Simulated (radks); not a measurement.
Question: Successive ionisation energies (eV) of one element, from differences of total energies of ions in their ground configurations, starting at charge 13: 293.41, 319.90, 419.73, 447.80, 475.77, 512.67, 542.21, 571.57. Method: non-relativistic Kohn-Sham, PBE, spin-polarised, spherical densities, point nucleus; open shells are filled with parallel spins first (spin-orbit coupling, left out, can overturn this in heavy ions); relativity is left out, which matters for an element this heavy; computed with a radial shooting solver on a logarithmic mesh with Libxc functionals. Which element is it?

Answer: Antimony (Z = 51). The first species listed is Sb13+ in [Kr] 4d2, the last Sb20+ in [Ar] 3d10 4s2 4p1.
